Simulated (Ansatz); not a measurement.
Reactions of C2H6ClFGeSe, SMILES `C[Se][Ge]([CH3])([F])[Cl]`.

Program: Ansatz. Geometries: PBE0-D4/def2-TZVP. ΔE: electronic, gas phase. CCSD(T)/CBS is the MP2 limit (def2-TZVPP, def2-QZVPP) plus CCSD(T) − MP2 in def2-TZVPP, frozen cores. This one scheme is used for every species. Functionals use def2-TZVPP. B3LYP here is the variant with VWN-RPA as its local correlation; programs differ in this. For As, Ge, Se outer-core shells are correlated without core-valence functions, which leaves a few kJ/mol of doubt a bond. Scalar relativity is left out up to krypton. Each species was taken in one conformer, which may not be the lowest.

| reaction | B3LYP-D4 (kcal/mol) | ωB97M-V (kcal/mol) | MP2/CBS(def2) (kcal/mol) | HF/CBS(def2) (kcal/mol) | CCSD(T)/CBS(def2) (kcal/mol) |
| --- | --- | --- | --- | --- | --- |
| `C[Se][Ge]([CH3])([F])[Cl]` + CH₄ → `[CH3][Ge]([CH3])([F])[Cl]` + `C[SeH]` | 17.5 | 15.5 | 17.2 | 13.6 | 15.7 |
| `C[Se][Ge]([CH3])([F])[Cl]` + `[AsH3]` → `C[Se][AsH2]` + `[CH3][GeH]([F])[Cl]` | 7.4 | 7.5 | 7.9 | 4.8 | 7.6 |
| `C[Se][Ge]([CH3])([F])[Cl]` + H₂O → `[CH3][Ge]([OH])([F])[Cl]` + `C[SeH]` | 4.2 | 2.9 | 6.0 | -2.2 | 4.4 |
| `C[Se][Ge]([CH3])([F])[Cl]` + SiH₄ → `[CH3][Ge]([F])([SiH3])[Cl]` + `C[SeH]` | 11.8 | 11.8 | 14.0 | 11.8 | 11.9 |
| `C[Se][Ge]([CH3])([F])[Cl]` → `[F][Ge][Cl]` + `C[Se]C` | 31.5 | 34.0 | 40.1 | 32.6 | 36.6 |
| `C[Se][Ge]([CH3])([F])[Cl]` + `[F][GeH3]` → `C[Se][GeH2][F]` + `[CH3][GeH]([F])[Cl]` | 0.4 | -0.3 | 0.1 | -1.9 | -0.4 |

Largest T1 diagnostic: 0.014, for `[F][Ge][Cl]`.
